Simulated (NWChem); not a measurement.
System: P2H cation; SMILES P#[PH+]

The following NWChem deck was run.

```
start job
memory heap 200 mb stack 900 mb global 1100 mb
charge 1
geometry units angstroms noautosym nocenter noautoz
  P      0.000000     0.000000     1.040373
  P      0.000000     0.000000    -0.858441
  H      0.000000     0.000000    -2.295055
end
basis spherical
  * library def2-svp
end
dft
  xc pbe0
  iterations 150
end
cosmo
  do_cosmo_smd true
  solvent clbenzen
end
task dft energy
```

Output (shortened):

```
             Northwest Computational Chemistry Package (NWChem) 7.3.0
             --------------------------------------------------------

                             Geometry "geometry" -> ""
                             -------------------------

 Output coordinates in angstroms (scale by  1.889725989 to convert to a.u.)

  No.       Tag          Charge          X              Y              Z
 ---- ---------------- ---------- -------------- -------------- --------------
    1 P                   15.0000     0.00000000     0.00000000     1.04037300
    2 P                   15.0000     0.00000000     0.00000000    -0.85844100
    3 H                    1.0000     0.00000000     0.00000000    -2.29505500

 Effective nuclear repulsion energy (a.u.)      70.6099250804

                                 NWChem DFT Module
                                 -----------------

 Summary of "ao basis" -> "ao basis" (spherical)
 ------------------------------------------------------------------------------
       Tag                 Description            Shells   Functions and Types
 ---------------- ------------------------------  ------  ---------------------
 P                          def2-svp                 8       18   4s3p1d
 H                          def2-svp                 3        5   2s1p

 in cosmo_initialize ...
 calling solv_data for solv:clbenzen

 solvent parameters
 solvname_short: clbenzen
 solvname_long:  chlorobenzene
 dielec:        5.6968
 dielecinf:     2.3229
 nonaqueous SMD model solvent descriptors
 dielec:        5.6968
 sola:          0.0000
 solb:          0.0700
 solc:          0.8570
 solg:         47.4800
 solh:          0.1430
 soln:          1.5241

          ---------------
          -cosmo- solvent
          ---------------
 Cosmo: York-Karplus, doi: 10.1021/jp992097l
 dielectric constant -eps-     =   5.70
 screen = (eps-1)/(eps    )    =   0.82446
 surface charge correction     = lagrangian

   van der Waals surface
 --------------------------

 ---------- ATOMIC COORDINATES (A.U.) ------------ VDWR(ANG.) --
     1    0.00000000    0.00000000    1.96601990     2.120
     2    0.00000000    0.00000000   -1.62221827     2.120
     3    0.00000000    0.00000000   -4.33702508     1.200
 number of segments per atom =        128
 number of   points per atom =        128
 atom (   nspa,  nppa )
 ----------------------
    1 (     92,     0 )       0
    2 (     84,     0 )       0
    3 (     56,     0 )       0
 number of -cosmo- surface points =      232
 molecular surface =     81.279 angstrom**2
 molecular volume  =     62.212 angstrom**3
 -lineq- algorithm             =   0
 -bem- low  level              =   3
 -bem- from -octahedral-
 gaussian surface charge width =   4.50000
 degree of switching           =   1.00000
 switching function tolerance  =   0.00010
 atomic radii =
 --------------
    1 15.000  2.120
    2 15.000  2.120
    3  1.000  1.200
 ...... end of -cosmo- initialization ......

 nat:                     3
 ixmem:                   608
 calling mnsol_interface()
 G(SMD-CDS) energy (kcal/mol)  =     1.245
 SMD-CDS SASA (angstrom**2)    =    92.885

            General Information
            -------------------
          SCF calculation type: DFT
          Wavefunction type:  closed shell.
          No. of atoms     :     3
          No. of electrons :    30
           Alpha electrons :    15
            Beta electrons :    15
          Charge           :     1
          Spin multiplicity:     1
          Use of symmetry is: off; symmetry adaption is: off
          Maximum number of iterations: 150
          AO basis - number of functions:    41
                     number of shells:    19
          Convergence on energy requested:  1.00D-06
          Convergence on density requested:  1.00D-05
          Convergence on gradient requested:  5.00D-04

              XC Information
              --------------
                         PBE0 Method XC Functional
                     Hartree-Fock (Exact) Exchange  0.250
          PerdewBurkeErnzerhof Exchange Functional  0.750
            Perdew 1991 LDA Correlation Functional  1.000 local
           PerdewBurkeErnz. Correlation Functional  1.000 non-local

             Grid Information
             ----------------
          Grid used for XC integration:  medium
          Radial quadrature: Mura-Knowles
          Angular quadrature: Lebedev.
          Tag              B.-S. Rad. Rad. Pts. Rad. Cut. Ang. Pts.
          ---              ---------- --------- --------- ---------
          P                   1.00       88          10.0       590
          H                   0.35       45          10.0       434
          Grid pruning is: on
          Number of quadrature shells:   221
          Spatial weights used:  Erf1

      Superposition of Atomic Density Guess
      -------------------------------------

 Sum of atomic energies:        -681.57459967

 Renormalizing density from      31.00 to     30

      Non-variational initial energy
      ------------------------------

 Total energy =    -668.018961
 1-e energy   =   -1048.793709
 2-e energy   =     310.164824
 HOMO         =      -0.677500
 LUMO         =      -0.416931

   convergence    iter        energy       DeltaE   RMS-Dens  Diis-err
 ---------------- ----- ----------------- --------- --------- ---------
     COSMO gas phase
 d= 0,ls=0.0,diis     1   -682.3823495389 -7.53D+02  2.74D-02  8.94D-01
 d= 0,ls=0.0,diis     2   -682.3788412286  3.51D-03  2.52D-02  3.63D-01
 d= 0,ls=0.0,diis     3   -682.3331851833  4.57D-02  1.55D-02  5.82D-01
 d= 0,ls=0.0,diis     4   -682.4489787366 -1.16D-01  2.44D-03  1.09D-02
 d= 0,ls=0.0,diis     5   -682.4509346921 -1.96D-03  2.16D-04  5.51D-05
  Resetting Diis
 d= 0,ls=0.0,diis     6   -682.4509449147 -1.02D-05  5.57D-05  4.45D-06
 d= 0,ls=0.0,diis     7   -682.4509459241 -1.01D-06  7.79D-06  1.84D-08
 d= 0,ls=0.0,diis     8   -682.4509459120  1.21D-08  6.62D-06  7.98D-08

   convergence    iter        energy       DeltaE   RMS-Dens  Diis-err
 ---------------- ----- ----------------- --------- --------- ---------
     COSMO solvation phase
 d= 0,ls=0.0,diis     1   -682.5375783683 -8.66D-02  2.64D-03  1.26D-03
 d= 0,ls=0.0,diis     2   -682.5373186682  2.60D-04  1.41D-03  4.25D-03
 d= 0,ls=0.0,diis     3   -682.5381710798 -8.52D-04  2.47D-04  5.31D-05
 d= 0,ls=0.0,diis     4   -682.5381764939 -5.41D-06  1.00D-04  1.46D-05
 d= 0,ls=0.0,diis     5   -682.5381807738 -4.28D-06  1.98D-05  5.34D-07
 d= 0,ls=0.0,diis     6   -682.5381805433  2.31D-07  2.03D-06  2.51D-09

         Total DFT energy =     -682.538180543268
      One electron energy =    -1070.731957675899
           Coulomb energy =      368.908195386004
    Exchange-Corr. energy =      -46.205135782867
 Nuclear repulsion energy =       70.609925080352

             COSMO energy =       -5.119207550858

 Numeric. integr. density =       30.000006703158

                                COSMO-SMD solvation results
                                ---------------------------

             internal energy in gas <Psi(g)|H|Psi(g)> =      -682.450945912022
         internal energy in solvent <Psi(s)|H|Psi(s)> =      -682.450123956987
                               delta internal energy  =         0.000821955035 (    0.52 kcal/mol)
   total free energy in solvent <Psi(s)|H+V/2|Psi(s)> =      -682.540164630462
 polarization energy contribution <Psi(s)|V/2|Psi(s)> =        -0.090040673475 (  -56.50 kcal/mol)
    total free energy in solvent including G(SMD-CDS) =      -682.538180543268
                       G(SMD-CDS) energy contribution =         0.001984087194 (    1.25 kcal/mol)
     1 M fixed-concentration free energy of solvation =        -0.087234631246 (  -54.74 kcal/mol)

                       DFT Final Molecular Orbital Analysis
                       ------------------------------------

 Vector   13  Occ=2.000000D+00  E=-4.658413D-01
              MO Center=  1.0D-10,  1.2D-10,  5.3D-01, r^2= 2.9D+00
   Bfn.  Coefficient  Atom+Function         Bfn.  Coefficient  Atom+Function
  ----- ------------  ---------------      ----- ------------  ---------------
     3      0.450217  1 P  s                  4      0.334322  1 P  s
    10      0.321301  1 P  pz                 2      0.269829  1 P  s
    28     -0.268266  2 P  pz                37      0.240115  3 H  s
    31     -0.237655  2 P  pz                21     -0.225581  2 P  s
    13      0.212952  1 P  pz                 7     -0.172626  1 P  pz

 Vector   14  Occ=2.000000D+00  E=-3.857230D-01
              MO Center= -2.8D-12, -1.2D-11, -1.9D-03, r^2= 2.2D+00
   Bfn.  Coefficient  Atom+Function         Bfn.  Coefficient  Atom+Function
  ----- ------------  ---------------      ----- ------------  ---------------
    29      0.282864  2 P  px                30      0.271482  2 P  py
    26      0.253992  2 P  px                11      0.244967  1 P  px
    27      0.243772  2 P  py                12      0.235110  1 P  py
     8      0.231602  1 P  px                 9      0.222282  1 P  py
    23     -0.136055  2 P  px                24     -0.130580  2 P  py

 Vector   15  Occ=2.000000D+00  E=-3.857230D-01
              MO Center= -2.1D-11,  1.4D-11, -1.9D-03, r^2= 2.2D+00
   Bfn.  Coefficient  Atom+Function         Bfn.  Coefficient  Atom+Function
  ----- ------------  ---------------      ----- ------------  ---------------
    30     -0.282864  2 P  py                29      0.271482  2 P  px
    27     -0.253992  2 P  py                12     -0.244967  1 P  py
    26      0.243772  2 P  px                11      0.235110  1 P  px
     9     -0.231602  1 P  py                 8      0.222282  1 P  px
    24      0.136055  2 P  py                23     -0.130580  2 P  px

 Vector   16  Occ=0.000000D+00  E=-1.801511D-01
              MO Center=  5.1D-10,  4.0D-10,  1.3D-01, r^2= 3.0D+00
   Bfn.  Coefficient  Atom+Function         Bfn.  Coefficient  Atom+Function
  ----- ------------  ---------------      ----- ------------  ---------------
    11      0.458083  1 P  px                29     -0.432944  2 P  px
    12      0.370186  1 P  py                30     -0.349871  2 P  py
     8      0.286769  1 P  px                26     -0.263085  2 P  px
     9      0.231744  1 P  py                27     -0.212604  2 P  py
     5     -0.151558  1 P  px                23      0.138919  2 P  px

 Vector   17  Occ=0.000000D+00  E=-1.801511D-01
              MO Center= -1.3D-10,  1.4D-10,  1.3D-01, r^2= 3.0D+00
   Bfn.  Coefficient  Atom+Function         Bfn.  Coefficient  Atom+Function
  ----- ------------  ---------------      ----- ------------  ---------------
    12      0.458083  1 P  py                30     -0.432944  2 P  py
    11     -0.370186  1 P  px                29      0.349871  2 P  px
     9      0.286769  1 P  py                27     -0.263085  2 P  py
     8     -0.231744  1 P  px                26      0.212604  2 P  px
     6     -0.151558  1 P  py                24      0.138919  2 P  py

 Vector   18  Occ=0.000000D+00  E=-1.386101D-01
              MO Center= -4.3D-10, -7.6D-10, -7.8D-01, r^2= 3.6D+00
   Bfn.  Coefficient  Atom+Function         Bfn.  Coefficient  Atom+Function
  ----- ------------  ---------------      ----- ------------  ---------------
    22      0.992963  2 P  s                 38     -0.608640  3 H  s
    13      0.563416  1 P  pz                37     -0.399735  3 H  s
    21      0.343453  2 P  s                 10      0.324541  1 P  pz
     3     -0.252592  1 P  s                 20      0.243326  2 P  s
    34     -0.200734  2 P  d  0               4     -0.195647  1 P  s

     Multipole analysis of the density
     ---------------------------------

     L   x y z        total         alpha         beta         nuclear
     -   - - -        -----         -----         ----         -------
     0   0 0 0      1.000000    -15.000000    -15.000000     31.000000

     1   1 0 0     -0.000000     -0.000000     -0.000000      0.000000
     1   0 1 0     -0.000000     -0.000000     -0.000000      0.000000
     1   0 0 1     -1.000318     -0.910159     -0.910159      0.819999

     2   2 0 0    -17.368927     -8.684464     -8.684464      0.000000
     2   1 1 0     -0.000000     -0.000000     -0.000000      0.000000
     2   1 0 1     -0.000000     -0.000000     -0.000000      0.000000
     2   0 2 0    -17.368927     -8.684464     -8.684464      0.000000
     2   0 1 1     -0.000000     -0.000000     -0.000000      0.000000
     2   0 0 2     -6.771303    -61.516742    -61.516742    116.262182
```

Level: PBE0/def2-SVP, SMD on the gas-phase geometry. Coordinates come from a PBE-D3(BJ)/def2-SVP optimisation. Solvent: chlorobenzene.
